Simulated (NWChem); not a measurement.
The numbers come from NWChem runs, not from measurements. System: germylsilane (H$_{6}$GeSi), charge 0, spin multiplicity 1, at a geometry optimised with PBE0/def2-SVP. Level: MP2/6-31G* (spherical d), 14 core orbitals frozen.

Job file:

```
start mol
memory heap 200 mb stack 900 mb global 1100 mb
geometry units angstroms nocenter noautoz
  Si     0.061718     1.604319     0.000000
  Ge    -0.029887    -0.777016     0.000000
  H      0.782675     2.091382     1.215412
  H      0.782675     2.091382    -1.215412
  H     -1.320933     2.172216     0.000000
  H     -0.771566    -1.289203     1.249499
  H     -0.771566    -1.289203    -1.249499
  H      1.391031    -1.372530     0.000000
  symmetry group Cs
end
basis spherical
  * library 6-31g*
end
scf
  rhf
  nopen 0
  maxiter 100
  thresh 1e-7
  semidirect memsize 60000000 filesize 0
end
mp2
  freeze core 14
end
task mp2 energy
```

Part of the output:

```
             Northwest Computational Chemistry Package (NWChem) 7.3.0
             --------------------------------------------------------

                                NWChem Input Module
                                -------------------

 Scaling coordinates for geometry "geometry" by  1.889725989
 (inverse scale =  0.529177249)

 Turning off AUTOSYM since
 SYMMETRY directive was detected!

                             Geometry "geometry" -> ""
                             -------------------------

 Output coordinates in angstroms (scale by  1.889725989 to convert to a.u.)

  No.       Tag          Charge          X              Y              Z
 ---- ---------------- ---------- -------------- -------------- --------------
    1 Si                  14.0000     0.06171800     1.60431900     0.00000000
    2 Ge                  32.0000    -0.02988700    -0.77701600     0.00000000
    3 H                    1.0000     0.78267500     2.09138200     1.21541200
    4 H                    1.0000     0.78267500     2.09138200    -1.21541200
    5 H                    1.0000    -1.32093300     2.17221600     0.00000000
    6 H                    1.0000    -0.77156600    -1.28920300     1.24949900
    7 H                    1.0000    -0.77156600    -1.28920300    -1.24949900
    8 H                    1.0000     1.39103100    -1.37253000     0.00000000

 Effective nuclear repulsion energy (a.u.)     172.4169138733

            Nuclear Dipole moment (a.u.)
            ----------------------------
        X                 Y               Z
 ---------------- ---------------- ----------------
    -0.0000302356    -0.0000037795     0.0000000000

      Symmetry information
      --------------------

 Group name             Cs
 Group number              2
 Group order               2
 No. of unique centers     6

      Symmetry unique atoms

     1    2    3    5    6    8


 Summary of "ao basis" -> "" (spherical)
 ------------------------------------------------------------------------------
       Tag                 Description            Shells   Functions and Types
[...]
     1   1 0 0      0.000725      0.000000     -0.000030
     1   0 1 0      0.017493      0.000000     -0.000004
     1   0 0 1     -0.000000      0.000000      0.000000

     2   2 0 0    -26.693971      0.000000     22.060360
     2   1 1 0     -0.039786      0.000000      9.334449
     2   1 0 1      0.000000      0.000000      0.000000
     2   0 2 0    -27.724908      0.000000    264.359045
     2   0 1 1     -0.000000      0.000000      0.000000
     2   0 0 2    -26.692484      0.000000     21.701173

                   NWChem MP2 Semi-direct Energy/Gradient Module
                   ---------------------------------------------

  Basis functions       =     62
  Molecular orbitals    =     62
  Frozen core           =     14
  Frozen virtuals       =      0
  Active alpha occupied =     12
  Active beta occupied  =     12
  Active alpha virtual  =     36
  Active beta virtual   =     36
  Use MO symmetry       = T
  Use skeleton AO sym   = T

  AO/Fock/Back tols     =   1.0D-09  1.0D-09  1.0D-09

 GA uses MA = F    GA memory limited = T

 Available:
  local mem=  1.26D+08
 global mem=  1.44D+08
 local disk=  0.00D+00
  mp2_memr nvloc                    36
  nvloc new                    36
   1 passes of  12:        3145728                      18857                   2812055.
   1 passes of  12: M    126152792           G      144171512           F     123007064.

 Semi-direct pass number   1 of   1  for RHF alpha+beta  at        1.1s
  vrange nnbf                  1910
  mp2_eaftype                    10  avail_ma_in_mb                  1099
 EAF : mp2_eaftype filesize          10    1406028.
  mp2_eaf for mointskh                     10
Node 0 wrote      6.6 Mb in      0.0 s     Agg I/O rate:   590.1 Mb/s
 Done moints_semi at        3.1s
  mp2_eaftype                    10  avail_ma_in_mb                  1089
 EAF : mp2_eaftype filesize          10    1406028.
  mp2_eaf for kh                    10
 Done maket at        3.1s
 Done multipass loop at        3.1s

          -------------------------------------------
          SCF energy               -2367.463965824334
          Correlation energy          -0.328208863699
          Singlet pairs               -0.198382131602
          Triplet pairs               -0.129826732097
          Total MP2 energy         -2367.792174688033
          -------------------------------------------

          ---------------------------------------------------
                    Spin Component Scaled (SCS) MP2
          Same spin pairs                     -0.086551154731
          Same spin scaling factor             0.333333333333
          Opposite spin pairs                 -0.241657708968
          Opposite spin scaling fact.          1.200000000000
          SCS-MP2 correlation energy          -0.318839635672
          Total SCS-MP2 energy             -2367.782805460006
          ---------------------------------------------------

 -----------------------
 Performance information
 -----------------------

 Timer overhead =  9.74D-08 seconds/call

               Nr. of calls         CPU time (s)                 Wall time (s)                GFlops
             ---------------    -------------------     ------------------------------   -------------------
Name         Min   Avg   Max    Min     Avg     Max     Min     Avg     Max   Mx/calls   Min     Max     Sum
mp2: moin     1     1     1    2.0     2.0     2.0      2.0     2.0     2.0     2.0      0.0     0.0     0.0
mp2: make     1     1     1   2.62E-2 2.62E-2 2.62E-2  2.62E-2 2.62E-2 2.62E-2 2.62E-2   0.0     0.0     0.0
mp2: tota     1     1     1    2.1     2.1     2.1      2.1     2.1     2.1     2.1      0.0     0.0     0.0

 The average no. of pstat calls per process was 3.00D+00
 with a timing overhead of 2.92D-07s

 Task  times  cpu:        3.1s     wall:        3.1s

 Total times  cpu:        3.2s     wall:        3.2s
```
